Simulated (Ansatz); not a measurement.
PBE exchange is replaced step by step with exact exchange (0 % is PBE, 25 % PBE0; no dispersion term), basis def2-TZVP, Ansatz. System: the cluster Be4⁺ (the lowest doublet isomer of a short search). Total charge 1; doublet. Geometry: PBE/def2-TZVP, each spin state at its own.

The relaxed quartet has other bonds than the doublet, so its gap is one between isomers.

Geometry of the doublet:

```xyz
4

Be    0.6553    1.0261    0.9039
Be   -0.3384    1.0929   -0.9957
Be    0.3375   -1.0927    0.9962
Be   -0.6543   -1.0263   -0.9044
```

The structure comes from a short search, and lower isomers may exist.

HOMO and LUMO are taken over both spins.

```csv
exact exchange (%),HOMO (eV),LUMO (eV),gap (eV),⟨S²⟩,quartet − doublet (kJ/mol)
5,-9.37,-8.69,0.68,0.758,20.9
10,-9.54,-8.51,1.04,0.760,25.0
15,-9.72,-8.33,1.39,0.761,29.1
25,-10.07,-7.98,2.09,0.765,37.5
35,-10.43,-7.63,2.80,0.768,46.0
50,-10.98,-7.12,3.86,0.774,57.8
```

(1) Fit a straight line to the column «quartet − doublet (kJ/mol)» against the share of exact exchange and predict its value at 0 %.

## Answers

(1) With x = exact exchange (%) and y = quartet − doublet (kJ/mol): mean x = 23.33, mean y = 36.05; Σ(x − x̄)(y − ȳ) = 1182, Σ(x − x̄)² = 1433; slope b = 0.8248, intercept a = ȳ − b·x̄ = 16.81. The residuals of the fitted rows reach 0.3. At x = 0 the line gives 16.81 + (0.8248 × 0) = 16.8; the run gave 16.8, the same within rounding.
